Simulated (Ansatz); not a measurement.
Ideal-gas functions of `F[C]1=C[NH][Ga]1[Cl]` at 500 K and 1 bar, from an Ansatz frequency run at PBE0-D4/def2-TZVP.

Molar mass 164.22 g/mol, point group C1 (symmetry number 1), electronic degeneracy 1, moments of inertia 105.284, 405.312, 509.398 u Å². Harmonic wavenumbers (cm⁻¹, unscaled): 83, 105, 273, 325, 356, 391, 489, 540, 627, 699, 878, 1080, 1160, 1228, 1283, 1631, 3160, 3558.

Use S(trans) = R[1.5 ln M + 2.5 ln T − 1.1517]; rotational temperatures θ = 24.2544 K / I; S(rot) = R[ln(√π/σ · √(T³/θAθBθC)) + 1.5]; for each mode x = 1.438777 ν̃/T, S = R[x/(eˣ − 1) − ln(1 − e⁻ˣ)] and H = RT x/(eˣ − 1); 1 cm⁻¹ = 0.0119627 kJ/mol; R = 8.31446 J/(mol·K).

By hand: the entropy, in J/(mol·K).

Translation 183.2. Rotation: θ = 0.2304, 0.0598, 0.0476 K, giving 125.2. Vibration, mode by mode: 20.24, 18.30, 10.53, 9.17, 8.47, 7.76, 6.13, 5.44, 4.45, 3.78, 2.52, 1.59, 1.32, 1.13, 0.99, 0.44, 0.01, 0.00, in all 102.3. Electronic 0.0. Sum 410.7 J/(mol·K).

By hand: H − E and G − E in kJ/mol, counted from the electronic energy.

Zero-point energy ½ × 17866 × 0.0119627 = 106.9; thermal vibration 26.6; translation, rotation and pV give 4 RT = 16.6. H − E = 150.1 kJ/mol, and G − E = 150.1 − 500 × 410.7/1000 = -55.2 kJ/mol.

Vibration gives 25 % of the entropy, 38.5 J/(mol·K) of it from the modes under 150 cm⁻¹: soft modes count most, and the harmonic formula is weakest for them. The sum counts one conformer and one mirror image; others add a mixing term.
